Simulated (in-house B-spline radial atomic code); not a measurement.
**RPA and G0W0 on Hartree-Fock: Zr²⁸⁺**

Configuration [Ne] 3s2, mean-field start Hartree-Fock. Computed with an all-electron radial atomic-structure program (B-spline basis): all electrons, non-relativistic, point nucleus, each spin shell either full or empty, empty states to l = 9 with an (l + 1/2)⁻⁴ tail; G0W0 by contour deformation at full frequency.

Without relativity these are model numbers: it shifts the levels of so heavy an element strongly and can reorder them.

Command:
```bash
python run_gw.py task.json out
```
Settings (radii: box in bohr, nucleus in fm):
```
Z                        40
electrons                12
configuration            [Ne] 3s2
hamiltonian              nr
method                   hf
lmax                     9
spin_polarised           False
box_radius               3.2
intervals                46
ion_configuration        [Ne] 3s1
```

Cost of the run: 1.6 s on 1 thread of Arm Neoverse V1, with other jobs on the host.

Energies (hartree):

```tsv
term	value
mean-field total	-2976.58867
Hartree-Fock functional on these orbitals	-2976.58867
direct second order	-0.91221
second-order exchange	0.3401
SOSEX correction	0.3173
```

Q: What is the RPA correlation energy, and what remains with SOSEX?

A: RPA gives -0.85217 hartree (-1.93 eV per electron); RPA + SOSEX gives -0.53487, and the second-order doubles (MP2) -0.57211 hartree. RPA lacks exchange-type terms and so overcorrelates at short range.

Quasi-particle levels (eV):

| level | occupied | mean field | Σx - vxc | Σc | QP weight | G0W0 |
| --- | --- | --- | --- | --- | --- | --- |
| 3s | yes | -1490.68 | 0.00 | ? | ? | ? |
| 2p | yes | -3627.92 | 0.00 | 3.39 | 0.995 | -3624.53 |
| 1s | yes | -19131.39 | 0.00 | 22.77 | 0.991 | -19108.62 |
| 3p | no | -1378.50 | 0.00 | -2.77 | 0.985 | -1381.27 |

G0W0 = mean field + (Σx - vxc) + Σc, with Σc (partial-wave tail included) taken at the quasi-particle energy. Levels of low weight are left out.

Q: Where does G0W0 put 3s?

A: At -1495.48 eV, with Σc = -4.80 eV and a quasi-particle weight of 0.985. The tabulated removal energy is 1525.1 ± 2.2 eV (NIST, semi-empirical); the calculation leaves out relativity, Breit and QED terms, and what these don't explain is the method's own error.

Q: What does it cost to remove one electron (to [Ne] 3s1) by differences of total energies, each species on its own start (correlation terms add to the Hartree-Fock functional)?

A: Hartree-Fock functional 1490.49 eV, + RPA 1494.69 eV, + RPA + SOSEX 1493.49 eV, + second order 1494.10 eV. Tabulated: 1525.1 ± 2.2 eV (NIST, semi-empirical); the calculation leaves out relativity, Breit and QED terms, and what these don't explain is the method's own error.
